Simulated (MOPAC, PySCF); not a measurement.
C$_{4}$H$_{7}$NSi, SMILES `C=C([SiH3])CC#N`, neutral singlet in the gas phase. 

Cartesian coordinates (Å):
SMILES: C=C([SiH3])CC#N
```xyz
13

C     -1.1830     1.1694    -0.6189
C     -0.3149     0.3385    -0.0462
Si     1.4547     0.8723     0.2898
C     -0.7659    -1.0522     0.3713
C      0.0200    -2.1141    -0.2544
N      0.6501    -2.9372    -0.7512
H     -2.2094     0.8784    -0.8239
H     -0.9048     2.1756    -0.9070
H      1.7601     0.6631     1.7261
H      1.5764     2.3068    -0.0505
H      2.4080     0.0749    -0.5114
H     -0.6731    -1.1687     1.4559
H     -1.8182    -1.2068     0.1203
```
Charge 0, multiplicity 1.

All levels are single points at this geometry (B3LYP-D3(BJ)/def2-TZVP); Pople sets use spherical d functions. Orbital energies aren't observables, and empty levels follow the basis.

PBE/6-31G* in PySCF gives dipole (D) = 3.77.

### Question
Estimate the dipole (D) from each of these levels: B3LYP-D3(BJ)/def2-TZVP in PySCF; M06-2X/def2-TZVP in PySCF; PBE-D3(BJ)/def2-TZVP in PySCF; B3LYP/6-311+G** in PySCF; B3LYP/LANL2DZ in PySCF; M06-2X/6-31G* in PySCF; SVWN5/6-31G* in PySCF; HF/6-31G* in PySCF; HF/STO-3G in PySCF; AM1 in MOPAC; PM3 in MOPAC; PM6 in MOPAC.

### Answer

```json
[
 {"level": "B3LYP-D3(BJ)/def2-TZVP in PySCF", "dipole (D)": "4.00"},
 {"level": "M06-2X/def2-TZVP in PySCF", "dipole (D)": "4.01"},
 {"level": "PBE-D3(BJ)/def2-TZVP in PySCF", "dipole (D)": "3.92"},
 {"level": "B3LYP/6-311+G** in PySCF", "dipole (D)": "4.04"},
 {"level": "B3LYP/LANL2DZ in PySCF", "dipole (D)": "3.94"},
 {"level": "M06-2X/6-31G* in PySCF", "dipole (D)": "3.85"},
 {"level": "SVWN5/6-31G* in PySCF", "dipole (D)": "3.83"},
 {"level": "HF/6-31G* in PySCF", "dipole (D)": "4.23"},
 {"level": "HF/STO-3G in PySCF", "dipole (D)": "3.03"},
 {"level": "AM1 in MOPAC", "dipole (D)": "2.98"},
 {"level": "PM3 in MOPAC", "dipole (D)": "3.29"},
 {"level": "PM6 in MOPAC", "dipole (D)": "3.78"}
]
```
